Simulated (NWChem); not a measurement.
Everything below was run with NWChem. System: HAl, charge 0, spin multiplicity 1, at a geometry optimised with PBE/def2-SVP. The structure started from a generated list of species. Level: RHF/def2-TZVP.

The NWChem input:

```
start mol
memory heap 200 mb stack 900 mb global 1100 mb
geometry units angstroms nocenter noautoz
  Al     0.000000     0.000000     0.120297
  H      0.000000     0.000000    -1.563858
  symmetry group C2v
end
basis spherical
  * library def2-tzvp
end
scf
  rhf
  nopen 0
  maxiter 100
  thresh 1e-7
  semidirect memsize 60000000 filesize 0
end
task scf energy
```

Part of the output:

```
             Northwest Computational Chemistry Package (NWChem) 7.3.0
             --------------------------------------------------------

                                NWChem Input Module
                                -------------------

 Scaling coordinates for geometry "geometry" by  1.889725989
 (inverse scale =  0.529177249)

 Turning off AUTOSYM since
 SYMMETRY directive was detected!

                             Geometry "geometry" -> ""
                             -------------------------

 Output coordinates in angstroms (scale by  1.889725989 to convert to a.u.)

  No.       Tag          Charge          X              Y              Z
 ---- ---------------- ---------- -------------- -------------- --------------
    1 Al                  13.0000     0.00000000     0.00000000     0.12029700
    2 H                    1.0000     0.00000000     0.00000000    -1.56385800

 Effective nuclear repulsion energy (a.u.)       4.0847215589

            Nuclear Dipole moment (a.u.)
            ----------------------------
        X                 Y               Z
 ---------------- ---------------- ----------------
     0.0000000000     0.0000000000     0.0000056692

      Symmetry information
      --------------------

 Group name             C2v
 Group number             16
 Group order               4
 No. of unique centers     2

      Symmetry unique atoms

     1    2


 Summary of "ao basis" -> "" (spherical)
 ------------------------------------------------------------------------------
       Tag                 Description            Shells   Functions and Types
 ---------------- ------------------------------  ------  ---------------------
 *                         def2-tzvp                  on all atoms

 Summary of "ao basis" -> "ao basis" (spherical)
 ------------------------------------------------------------------------------
       Tag                 Description            Shells   Functions and Types
 ---------------- ------------------------------  ------  ---------------------
 Al                        def2-tzvp                13       37   5s5p2d1f
 H                         def2-tzvp                 4        6   3s1p

                                 NWChem SCF Module
                                 -----------------

  ao basis        = "ao basis"
  functions       =    43
  atoms           =     2
  closed shells   =     7
  open shells     =     0
  charge          =   0.00
  wavefunction    = RHF
  use symmetry    = T
  symmetry adapt  = T

 Summary of "ao basis" -> "ao basis" (spherical)
 ------------------------------------------------------------------------------
       Tag                 Description            Shells   Functions and Types
 ---------------- ------------------------------  ------  ---------------------
 Al                        def2-tzvp                13       37   5s5p2d1f
 H                         def2-tzvp                 4        6   3s1p

      Symmetry analysis of basis
      --------------------------

        a1         20
        a2          3
        b1         10
        b2         10

 Forming initial guess at       0.0s

      Superposition of Atomic Density Guess
      -------------------------------------

 Sum of atomic energies:        -242.37463308

      Non-variational initial energy
      ------------------------------

 Total energy =    -242.268222
 1-e energy   =    -345.217270
 2-e energy   =      98.864326
 HOMO         =      -0.191700
 LUMO         =      -0.009002
[...]
 !! scf_movecs_sym_adapt:   24 vectors were symmetry contaminated

  Numbering of irreducible representations:

     1 a1          2 a2          3 b1          4 b2

  Orbital symmetries:

     1 a1          2 a1          3 a1          4 b2          5 b1
     6 a1          7 a1          8 b2          9 b1         10 a1
    11 a1         12 b1         13 b2         14 a1         15 a2
    16 a1         17 b1

 Starting SCF solution at       0.2s

 ----------------------------------------------
         Quadratically convergent ROHF

 Convergence threshold     :          1.000E-07
 Maximum no. of iterations :          100
 Final Fock-matrix accuracy:          1.000E-09
 ----------------------------------------------

              iter       energy          gnorm     gmax       time
             ----- ------------------- --------- --------- --------
                 1     -242.4475105633  2.38D-01  1.48D-01      0.2
                 2     -242.4567313010  6.15D-02  2.23D-02      0.2
                 3     -242.4574352140  2.49D-03  1.53D-03      0.2
                 4     -242.4574363979  2.21D-06  9.12D-07      0.2
                 5     -242.4574363979  1.85D-09  5.63D-10      0.2

       Final RHF  results
       ------------------

         Total SCF energy =   -242.457436397902
      One-electron energy =   -345.465000950470
      Two-electron energy =     98.922842993688
 Nuclear repulsion energy =      4.084721558880

        Time for solution =      0.0s

       Symmetry analysis of molecular orbitals - final
       -----------------------------------------------

  Numbering of irreducible representations:

     1 a1          2 a2          3 b1          4 b2

  Orbital symmetries:

     1 a1          2 a1          3 b2          4 b1          5 a1
     6 a1          7 a1          8 b2          9 b1         10 a1
    11 a1         12 b1         13 b2         14 a1         15 a2
    16 a1         17 b2

             Final eigenvalues
             -----------------

              1
    1  -58.4910
    2   -4.9028
    3   -3.2120
    4   -3.2120
    5   -3.2109
    6   -0.4914
    7   -0.2896
    8    0.0298
    9    0.0298
   10    0.1447
   11    0.2373
   12    0.2744
   13    0.2744
   14    0.2760
   15    0.2760
   16    0.3090
   17    0.3414

                       ROHF Final Molecular Orbital Analysis
                       -------------------------------------

 Vector    5  Occ=2.000000D+00  E=-3.210910D+00  Symmetry=a1
              MO Center= -2.2D-17, -2.5D-19,  1.2D-01, r^2= 1.3D-01
   Bfn.  Coefficient  Atom+Function         Bfn.  Coefficient  Atom+Function
  ----- ------------  ---------------      ----- ------------  ---------------
     8      0.549082  1 Al pz                11      0.411703  1 Al pz
    14      0.193356  1 Al pz

 Vector    6  Occ=2.000000D+00  E=-4.913511D-01  Symmetry=a1
              MO Center=  2.1D-16, -1.6D-18, -8.9D-01, r^2= 1.6D+00
   Bfn.  Coefficient  Atom+Function         Bfn.  Coefficient  Atom+Function
  ----- ------------  ---------------      ----- ------------  ---------------
     4      0.486547  1 Al s                  3     -0.263558  1 Al s
    39      0.246767  2 H  s                  5      0.218478  1 Al s
    40      0.163304  2 H  s

 Vector    7  Occ=2.000000D+00  E=-2.896280D-01  Symmetry=a1
              MO Center= -2.8D-17, -4.6D-16,  2.8D-01, r^2= 3.0D+00
   Bfn.  Coefficient  Atom+Function         Bfn.  Coefficient  Atom+Function
  ----- ------------  ---------------      ----- ------------  ---------------
     4      0.437384  1 Al s                  5      0.426384  1 Al s
    17      0.308794  1 Al pz                20      0.245231  1 Al pz
     3     -0.226099  1 Al s                 40     -0.212743  2 H  s
    39     -0.185166  2 H  s

 Vector    8  Occ=0.000000D+00  E= 2.981884D-02  Symmetry=b2
              MO Center=  2.8D-31,  7.6D-17,  1.1D-01, r^2= 4.9D+00
   Bfn.  Coefficient  Atom+Function         Bfn.  Coefficient  Atom+Function
  ----- ------------  ---------------      ----- ------------  ---------------
    19      0.818676  1 Al py                16      0.252801  1 Al py

 Vector    9  Occ=0.000000D+00  E= 2.981884D-02  Symmetry=b1
              MO Center=  2.0D-16, -2.4D-31,  1.1D-01, r^2= 4.9D+00
   Bfn.  Coefficient  Atom+Function         Bfn.  Coefficient  Atom+Function
  ----- ------------  ---------------      ----- ------------  ---------------
    18      0.818676  1 Al px                15      0.252801  1 Al px

 Vector   10  Occ=0.000000D+00  E= 1.446508D-01  Symmetry=a1
              MO Center= -2.8D-17,  1.2D-16,  2.8D-01, r^2= 6.8D+00
   Bfn.  Coefficient  Atom+Function         Bfn.  Coefficient  Atom+Function
  ----- ------------  ---------------      ----- ------------  ---------------
    40      1.848773  2 H  s                 20      1.724216  1 Al pz
     5     -1.376333  1 Al s

 center of mass
 --------------
 x =   0.00000000 y =   0.00000000 z =   0.11273144

 moments of inertia (a.u.)
 ------------------
           9.840577929039           0.000000000000           0.000000000000
           0.000000000000           9.840577929039           0.000000000000
           0.000000000000           0.000000000000           0.000000000000

  Mulliken analysis of the total density
  --------------------------------------

    Atom       Charge   Shell Charges
 -----------   ------   -------------------------------------------------------
    1 Al  13    12.82   2.00  0.66  1.32  1.10  0.76  2.90  2.28  0.82  0.52  0.36  0.04  0.05  0.01
    2 H    1     1.18   0.22  0.57  0.39  0.00

       Multipole analysis of the density wrt the origin
       ------------------------------------------------

     L   x y z        total         open         nuclear
     -   - - -        -----         ----         -------
     0   0 0 0     -0.000000      0.000000     14.000000

     1   1 0 0     -0.000000      0.000000      0.000000
     1   0 1 0      0.000000      0.000000      0.000000
     1   0 0 1      0.027081      0.000000      0.000006

     2   2 0 0     -9.285706      0.000000      0.000000
     2   1 1 0      0.000000      0.000000      0.000000
     2   1 0 1      0.000000      0.000000      0.000000
     2   0 2 0     -9.285706      0.000000      0.000000
     2   0 1 1      0.000000      0.000000      0.000000
     2   0 0 2    -15.500642      0.000000      9.405396

 Task  times  cpu:        0.2s     wall:        0.2s

 Total times  cpu:        0.3s     wall:        0.3s
```
